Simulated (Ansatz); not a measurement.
`NC#C[SeH]` + `[SnH4]` → `[SeH][SnH3]` + `C#CN` at 298.15 K and 1 bar (formal exchange of groups at the Se–C bond).

Gas-phase electronic energies from Ansatz, PBE0-D4/def2-TZVP geometries. CBS: MP2 limit from def2 TZ/QZ plus the TZ coupled-cluster correction, frozen cores. This one scheme is used for every species. Elements past krypton have def2 core potentials. For Se, Sn outer-core shells are correlated without core-valence functions, which leaves a few kJ/mol of doubt a bond. Scalar relativity is left out up to krypton. Each species was taken in one conformer, which may not be the lowest.

| species | CCSD(T)/CBS energy (Eh) | H − E (kJ/mol) | S (J/(mol·K)) |
| --- | --- | --- | --- |
| `NC#C[SeH]` | -2533.22953 | 132.5 | 313.0 |
| `[SnH4]` | -216.39156 | 79.6 | 228.5 |
| `[SeH][SnH3]` | -2617.13827 | 89.3 | 315.0 |
| `C#CN` | -132.52893 | 129.7 | 253.5 |

H − E and S are ideal-gas, rigid-rotor, harmonic terms from PBE0-D4/def2-TZVP, for one conformer and one mirror image of each species. 1 Eh = 2625.50 kJ/mol, R = 8.31446 J/(mol·K).

By hand: ΔE, ΔH, ΔS and ΔG.

ΔE = (-2617.13827) + (-132.52893) − (-2533.22953) − (-216.39156) = -0.04611 Eh = -121.1 kJ/mol. Δ(H − E) = 89.3 + 129.7 − 132.5 − 79.6 = 6.9, so ΔH = -114.2 kJ/mol. ΔS = 315.0 + 253.5 − 313.0 − 228.5 = 27.0 J/(mol·K). ΔG = -114.2 − 298.15 × (27.0)/1000 = -122.3 kJ/mol.

By hand: the equilibrium constant, and the temperature at which ΔG would vanish if ΔH and ΔS stayed fixed.

log₁₀ K = −ΔG/(RT ln 10) = 21.4. ΔH and −TΔS have one sign here, so there is no such temperature.

ΔH outweighs TΔS. A doubt of 5 kJ/mol in ΔE shifts log₁₀ K by 0.9 here. Other conformers and mirror images would add mixing entropy, several J/(mol·K) or more a flexible species. These are equilibria of isolated gas molecules and say nothing of rates. Largest T1 diagnostic: 0.013 (customary marks: 0.02 for closed shells, 0.045 for open ones).
